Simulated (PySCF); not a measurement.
In(F)(Cl)(Et), C2H5ClFIn, SMILES C[CH2][In]([F])[Cl], CAM-B3LYP/def2-SVP optimised geometry.

```
10

In     0.56     0.22     0.00
F     -0.09     2.06     0.00
Cl     2.90     0.22     0.00
C     -0.79    -1.46     0.00
C     -2.27    -1.08     0.02
H     -0.50    -2.06     0.87
H     -0.53    -2.04    -0.89
H     -2.56    -0.48    -0.85
H     -2.53    -0.50     0.92
H     -2.90    -1.99     0.02
```

Density from CAM-B3LYP/def2-TZVP, def2 effective core potentials past Kr in PySCF 2.14.0 at that geometry. The core electrons that the potentials of In replace are not part of the density.

Minimum of the electron density along straight lines between bonded atoms, close to the bond critical point (lines longer than 1.1 times the sum of covalent radii, or with two minima, are not listed):

```
bond     length / Å  ρ at the minimum / e bohr⁻³  ∇²ρ there / e bohr⁻⁵  position (fraction from the first atom)
-------  ----------  ---------------------------  --------------------  ---------------------------------------
In1–F2        1.955                        0.111                  0.59                                     0.52
In1–Cl3       2.339                        0.084                  0.21                                     0.48
In1–C4        2.147                        0.101                  0.12                                     0.52
C4–C5         1.525                        0.245                 -0.60                                     0.51
C4–H6         1.100                        0.273                 -0.92                                     0.64
C4–H7         1.100                        0.273                 -0.92                                     0.64
C5–H8         1.100                        0.275                 -0.93                                     0.64
C5–H9         1.100                        0.275                 -0.93                                     0.64
C5–H10        1.102                        0.273                 -0.92                                     0.64
```
